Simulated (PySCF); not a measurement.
C7H5ClO2S.
SMILES with atom numbers: `[CH3:1][O:2][c:3]1[c:4]([Cl:5])[o:6][c:7]2[cH:8][cH:9][s:10][c:11]12`

Probes without a nucleus sit at each ring's centroid and 1 Å off its mean plane on both sides; NICS is minus the shielding there, NICSzz its component along the normal. Level: GIAO PBE0/pcSseg-1 (PySCF, non-relativistic, gas phase) on the GFN2-xTB geometry, one conformer.

Ring bond lengths (Å), with Mayer bond orders in brackets: C3–C4 1.375 (1.46), C4–O6 1.363 (1.04), O6–C7 1.346 (1.04), C7–C11 1.392 (1.37), C11–C3 1.421 (1.17); C7–C8 1.409 (1.27), C8–C9 1.358 (1.58), C9–S10 1.734 (1.13), S10–C11 1.727 (1.07), C11–C7 1.392 (1.37).

Question: What do the NICS probes read (ppm)?

Answer: 
```json
{"ring": "C3–C4–O6–C7–C11", "type": "5-membered ring with O; formal bonds all aromatic", "NICS(0)": "-12.4", "NICS(1), two faces": "-9.0 / -9.0", "NICS(1)zz, two faces": "-19.4 / -19.4", "rms pucker (Å)": "0.00", "centre to ring atoms, mean (Å)": "1.17"}
{"ring": "C7–C8–C9–S10–C11", "type": "5-membered ring with S; formal bonds all aromatic", "NICS(0)": "-13.0", "NICS(1), two faces": "-10.2 / -10.2", "NICS(1)zz, two faces": "-22.7 / -22.7", "rms pucker (Å)": "0.00", "centre to ring atoms, mean (Å)": "1.29"}
```

Question: What can be read from them?

Answer: 
- C3–C4–O6–C7–C11: mean NICS(1)zz -19.4 ppm, shielded.
- C7–C8–C9–S10–C11: mean NICS(1)zz -22.7 ppm, shielded. The ring is flat and has no four-coordinate atom; by the NICS criterion it is aromatic, though in fused rings the probe also feels the neighbouring ring.

Question: And the bond-length index? Use HOMA with the parameters of Krygowski (1993).

Answer: 
- C3–C4–O6–C7–C11: HOMA 0.43; the largest term is that of C4–O6, α(R − Ropt)² = 1.50.
- C7–C8–C9–S10–C11: HOMA 0.82; the largest term is that of C9–S10, α(R − Ropt)² = 0.31. The geometric and the magnetic index point the same way.

Question: What is the mean of the two in-plane components of NICS at the first NICS(1) probe listed for ring C3–C4–O6–C7–C11, 1 Å off the ring?

Answer: The isotropic value is a third of the trace: (3 × -9.0 − (-19.4))/2 = -3.8 ppm.

Question: List the ring angles and the Hirshfeld charges of the ring atoms.

Answer: 
- C3–C4–O6–C7–C11: C3 104.2° (+0.028 e), C4 112.7° (+0.032 e), O6 105.6° (-0.075 e), C7 110.8° (+0.041 e), C11 106.6° (-0.078 e); sum 540.0° against 540° for a flat convex ring.
- C7–C8–C9–S10–C11: C7 114.3° (+0.041 e), C8 110.4° (-0.074 e), C9 114.2° (-0.082 e), S10 90.4° (+0.102 e), C11 110.8° (-0.078 e); sum 540.0° against 540° for a flat convex ring.

Question: What are the shieldings of the ring atoms and their hydrogens in the same run (means over atoms taken as equivalent)?

Answer: 
```tsv
atoms	environment	σ isotropic (ppm)	principal values of the symmetric part, first atom (ppm)
C3	aromatic carbon bearing oxygen	39.3	-10.2, 34.8, 93.3
C4	aromatic C–Cl carbon	53.5	8.4, 68.5, 83.6
O6	furan-type oxygen	81.7	-20.8, 36.6, 229.5
C7	ring-fusion aromatic carbon	29.5	-15.7, 18.6, 85.5
C8	aromatic CH carbon	71.1	-6.1, 56.5, 163.0
C9	aromatic CH next to a ring sulfur	57.3	-28.3, 62.6, 137.7
S10	thiophene-type sulfur	361.2	203.5, 430.6, 449.7
C11	ring-fusion aromatic carbon	62.6	5.7, 45.8, 136.1
H on C8	aromatic hydrogen	24.72	20.9, 25.4, 27.8
H on C9	aromatic hydrogen	24.75	21.2, 24.8, 28.2
```

Hardware: one thread, AMD EPYC 9R45 (x86_64), shared host with 96 logical CPUs at a one-minute load of 73. Cost: 26 s of wall time, 1.1 GiB resident at most. This is the whole shielding run at PBE0/pcSseg-1, SCF included.

The values belong to the conformer `[CH3:1][O:2][c:3]1[c:4]([Cl:5])[o:6][c:7]2[cH:8][cH:9][s:10][c:11]12`: C1–O2–C3–C4 180°.
